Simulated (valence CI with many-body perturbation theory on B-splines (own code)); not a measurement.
## Bi XIII: E2, M1 decay

Level of theory: configuration interaction combined with many-body perturbation theory (CI+MBPT): three valence electrons over a frozen Dirac-Fock core [Xe] 4f14, radial functions for each j: 7 s, 7 p, 8 d, 6 f, 4 g, 1 h, with the one-electron correlation potential Σ1, the two-electron term Σ2, the three-electron term Σ3, Breit, model QED; selected CI, second order for the rest, scaled by the run's own slope (own B-spline code, finite nucleus).

No measured spectrum was set against this ion. As an estimate, terms of the open shell hold to 2 to 4 % of their energy, and close levels can change places. Excitations out of the core, of the other parity, are not computed and may begin above about 53.5 eV (a cautious bound); beyond it only levels of the ground parity were kept, without lifetimes.

Lines 1 to 50 of 120 in falling wavelength, among levels below 431880 cm⁻¹, chosen from the decays that carry over 1 % of a level's rate. Wavelengths and rates use the calculated energies, so an error of 2000 cm⁻¹ moves a line at 3238 nm by 65 % and its rate by three times that or more. Electric multipoles are in the length gauge, E1 and E2 with the static RPA response of the core. S is in atomic units (e²a₀⁴ for E2 and M2, e²a₀⁶ for E3), for M1 in squared Bohr magnetons. Weak lines are less certain than strong ones. Lines between different terms over intervals too small for the method are left out, as are lines whose strength nearly cancels.

Levels are named by their leading jj configuration (3d3/2^4 stands for four electrons in 3d with j = 3/2), which in mixed levels can hold well under half, so a name can repeat and another be missing. Letters in brackets count levels of one name in rising energy.

| λ vac (nm) | Upper | Lower | Type | A (s⁻¹) | S (a.u.) |
| --- | --- | --- | --- | --- | --- |
| 3238 | (5d3/2^2 5d5/2) J=9/2 | (5d3/2^2 5d5/2) J=7/2 | M1 | 3.09e-01 | 3.89e+00 |
| 1803 | (5d3/2^2 5d5/2) J=1/2 | (5d3/2^2 5d5/2) J=3/2 | M1 | 4.19e+00 | 1.82e+00 |
| 1018 | (5d3/2^2 5d5/2) J=3/2 | (5d3/2^2 5d5/2) J=5/2 [a] | M1 | 8.32e+00 | 1.30e+00 |
| 889.6 | (5d3/2^2 5d5/2) J=7/2 | (5d3/2^2 5d5/2) J=5/2 [a] | M1 | 3.26e+01 | 6.80e+00 |
| 767.4 | (5d3/2 5d5/2^2) J=11/2 | (5d3/2 5d5/2^2) J=9/2 | M1 | 1.27e+01 | 2.55e+00 |
| 691.1 | (5d3/2 5d5/2^2) J=5/2 [b] | (5d3/2 5d5/2^2) J=3/2 [a] | M1 | 1.73e+01 | 1.27e+00 |
| 484.8 | (5d3/2 5d5/2^2) J=5/2 [a] | (5d3/2 5d5/2^2) J=7/2 [a] | M1 | 2.28e+01 | 5.78e-01 |
| 476.6 | (5d3/2 5d5/2^2) J=3/2 [b] | (5d5/2^3) J=3/2 | M1 | 2.50e+01 | 4.02e-01 |
| 450.7 | (5d3/2 5d5/2^2) J=5/2 [a] | (5d3/2^2 5d5/2) J=5/2 [b] | M1 | 2.89e+01 | 5.89e-01 |
| 436.8 | (5d5/2^3) J=9/2 | (5d3/2 5d5/2^2) J=11/2 | M1 | 3.46e+01 | 1.07e+00 |
| 416.1 | (5d3/2^2 5d5/2) J=5/2 [a] | (5d3/2^3) J=3/2 | M1 | 4.26e+02 | 6.83e+00 |
| 400.0 | (5d3/2^2 5d5/2) J=5/2 [b] | (5d3/2^2 5d5/2) J=7/2 | M1 | 1.26e+01 | 1.80e-01 |
| 379.1 | (5d3/2 5d5/2^2) J=5/2 [b] | (5d3/2^2 5d5/2) J=5/2 [b] | M1 | 1.88e+02 | 2.28e+00 |
| 378.5 | (5d3/2^2 5d5/2) J=5/2 [b] | (5d3/2^2 5d5/2) J=3/2 | M1 | 1.37e+02 | 1.65e+00 |
| 376.5 | (5d3/2 5d5/2^2) J=7/2 [a] | (5d3/2^2 5d5/2) J=7/2 | M1 | 1.97e+02 | 3.11e+00 |
| 366.8 | (5d3/2 5d5/2^2) J=9/2 | (5d3/2^2 5d5/2) J=9/2 | M1 | 3.42e+02 | 6.25e+00 |
| 348.4 | (5d3/2 5d5/2^2) J=7/2 [b] | (5d3/2 5d5/2^2) J=7/2 [a] | M1 | 4.65e+01 | 5.84e-01 |
| 335.9 | (5d5/2^3) J=3/2 | (5d3/2 5d5/2^2) J=1/2 | M1 | 1.73e+02 | 9.73e-01 |
| 333.4 | (5d5/2^3) J=5/2 | (5d5/2^3) J=3/2 | M1 | 5.30e+01 | 4.37e-01 |
| 330.4 | (5d3/2 5d5/2^2) J=7/2 [b] | (5d3/2^2 5d5/2) J=5/2 [b] | M1 | 2.11e+01 | 2.26e-01 |
| 329.5 | (5d3/2 5d5/2^2) J=9/2 | (5d3/2^2 5d5/2) J=7/2 | M1 | 2.52e+02 | 3.35e+00 |
| 305.0 | (5d3/2 5d5/2^2) J=3/2 [a] | (5d3/2^2 5d5/2) J=1/2 | M1 | 1.52e+02 | 6.39e-01 |
| 304.6 | (5d5/2^3) J=3/2 | (5d3/2 5d5/2^2) J=3/2 [a] | M1 | 2.96e+02 | 1.24e+00 |
| 295.4 | (5d3/2^2 5d5/2) J=3/2 | (5d3/2^3) J=3/2 | M1 | 3.99e+02 | 1.52e+00 |
| 279.0 | (5d3/2 5d5/2^2) J=1/2 | (5d3/2^2 5d5/2) J=1/2 | M1 | 8.55e+02 | 1.38e+00 |
| 278.4 | (5d5/2^3) J=9/2 | (5d3/2 5d5/2^2) J=9/2 | M1 | 6.03e+02 | 4.82e+00 |
| 275.9 | (5d3/2^2 5d5/2) J=5/2 [b] | (5d3/2^2 5d5/2) J=5/2 [a] | M1 | 2.49e+01 | 1.16e-01 |
| 264.5 | (5d3/2 5d5/2^2) J=7/2 [a] | (5d3/2^2 5d5/2) J=5/2 [a] | M1 | 8.60e+02 | 4.72e+00 |
| 260.9 | (5d3/2 5d5/2^2) J=3/2 [a] | (5d3/2^2 5d5/2) J=3/2 | M1 | 8.82e+02 | 2.32e+00 |
| 253.8 | (5d3/2^2 5d5/2) J=1/2 | (5d3/2^3) J=3/2 | M1 | 1.38e+02 | 1.67e-01 |
| 253.8 | (5d3/2^2 5d5/2) J=1/2 | (5d3/2^3) J=3/2 | E2 | 2.40e+00 | 4.52e-01 |
| 251.8 | (5d5/2^3) J=9/2 | (5d3/2 5d5/2^2) J=7/2 [a] | M1 | 7.95e+02 | 4.71e+00 |
| 248.2 | (5d3/2 5d5/2^2) J=11/2 | (5d3/2^2 5d5/2) J=9/2 | M1 | 2.73e+02 | 1.86e+00 |
| 241.6 | (5d3/2 5d5/2^2) J=1/2 | (5d3/2^2 5d5/2) J=3/2 | M1 | 3.43e+01 | 3.58e-02 |
| 229.7 | (5d3/2 5d5/2^2) J=3/2 [b] | (5d3/2 5d5/2^2) J=5/2 [a] | M1 | 6.64e+02 | 1.19e+00 |
| 224.9 | (5d5/2^3) J=5/2 | (5d3/2 5d5/2^2) J=7/2 [b] | M1 | 2.67e+02 | 6.76e-01 |
| 223.5 | (5d5/2^3) J=3/2 | (5d3/2^2 5d5/2) J=5/2 [b] | M1 | 5.15e+02 | 8.52e-01 |
| 211.9 | (5d3/2 5d5/2^2) J=5/2 [a] | (5d3/2^2 5d5/2) J=7/2 | M1 | 1.18e+02 | 2.49e-01 |
| 207.7 | (5d3/2 5d5/2^2) J=3/2 [a] | (5d3/2^2 5d5/2) J=5/2 [a] | M1 | 4.89e+02 | 6.50e-01 |
| 206.8 | (5d5/2^3) J=5/2 | (5d3/2 5d5/2^2) J=5/2 [b] | M1 | 6.28e+02 | 1.24e+00 |
| 205.7 | (5d3/2 5d5/2^2) J=5/2 [a] | (5d3/2^2 5d5/2) J=3/2 | M1 | 3.47e+02 | 6.73e-01 |
| 197.0 | (5d3/2 5d5/2^2) J=3/2 [b] | (5d3/2 5d5/2^2) J=1/2 | M1 | 2.06e+02 | 2.34e-01 |
| 194.6 | (5d3/2 5d5/2^2) J=5/2 [b] | (5d3/2^2 5d5/2) J=7/2 | M1 | 2.54e+02 | 4.17e-01 |
| 191.7 | (5d3/2 5d5/2^2) J=7/2 [b] | (5d3/2^2 5d5/2) J=9/2 | M1 | 1.76e+02 | 3.68e-01 |
| 190.3 | (5d5/2^3) J=5/2 | (5d3/2 5d5/2^2) J=5/2 [a] | M1 | 2.84e+02 | 4.35e-01 |
| 189.4 | (5d3/2 5d5/2^2) J=5/2 [b] | (5d3/2^2 5d5/2) J=3/2 | M1 | 1.71e+01 | 2.58e-02 |
| 185.8 | (5d3/2 5d5/2^2) J=3/2 [b] | (5d3/2 5d5/2^2) J=3/2 [a] | M1 | 3.77e+02 | 3.59e-01 |
| 180.9 | (5d3/2 5d5/2^2) J=7/2 [b] | (5d3/2^2 5d5/2) J=7/2 | M1 | 1.27e+02 | 2.23e-01 |
| 171.1 | (5d3/2 5d5/2^2) J=5/2 [a] | (5d3/2^2 5d5/2) J=5/2 [a] | M1 | 6.98e+01 | 7.78e-02 |
| 165.9 | (5d3/2^2 5d5/2) J=5/2 [b] | (5d3/2^3) J=3/2 | M1 | 4.64e+01 | 4.72e-02 |
